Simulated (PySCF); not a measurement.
Species: 1,4-difluorobenzene, C6H4F2.
Atom-mapped SMILES: `[F:1][c:2]1[cH:3][cH:4][c:5]([F:6])[cH:7][cH:8]1`

Cartesian coordinates in Å at the GFN2-xTB level; atoms count from 1:
```xyz
12
C6H4F2 angstrom
F     -2.6842   -0.3492   -0.0704
C     -1.3486   -0.1751   -0.0362
C     -0.5293   -1.2905   -0.0159
C      0.8417   -1.1123    0.0187
C      1.3491    0.1753    0.0312
F      2.6850    0.3480    0.0641
C      0.5297    1.2906    0.0114
C     -0.8417    1.1128   -0.0227
H     -0.9649   -2.2767   -0.0270
H      1.5130   -1.9557    0.0362
H      0.9655    2.2766    0.0226
H     -1.5142    1.9556   -0.0380
```

Probes without a nucleus sit at each ring's centroid and 1 Å off its mean plane on both sides; NICS is minus the shielding there, NICSzz its component along the normal. Level: GIAO PBE0/pcSseg-1 (PySCF, non-relativistic, gas phase) on the GFN2-xTB geometry, one conformer.

Ring bond lengths (Å), with Mayer bond orders in brackets: C2–C3 1.384 (1.43), C3–C4 1.383 (1.40), C4–C5 1.384 (1.43), C5–C7 1.384 (1.43), C7–C8 1.383 (1.40), C8–C2 1.384 (1.43).

Task: What do the NICS probes read (ppm)?

Result: 
```csv
ring,type,NICS(0),"NICS(1), two faces","NICS(1)zz, two faces",rms pucker (Å),"centre to ring atoms, mean (Å)"
C2–C3–C4–C5–C7–C8,6-membered carbocycle; formal bonds all aromatic,-11.7,-11.4 / -11.4,-27.5 / -27.5,0.00,1.38
```

Task: What can be read from them?

Result: 
- C2–C3–C4–C5–C7–C8: mean NICS(1)zz -27.5 ppm, shielded. The ring is flat and has no four-coordinate atom; by the NICS criterion it is aromatic.

Task: And the bond-length index? HOMA takes Krygowski's 1993 parameters.

Result: 
- C2–C3–C4–C5–C7–C8: HOMA 1.00 = 1 − EN − GEO, with mean bond length 1.384 Å, EN = α(Ropt − mean)² = 0.005 and GEO = α × variance = 0.000. The geometric and the magnetic index point the same way.

Task: At the second NICS(1) probe listed for ring C2–C3–C4–C5–C7–C8, 1 Å off the ring, how large is the induced field along the normal in 14.1 T applied along it?

Result: NICSzz × B0 = -27.5 ppm × 14.1 T = -388 μT, against the applied field.
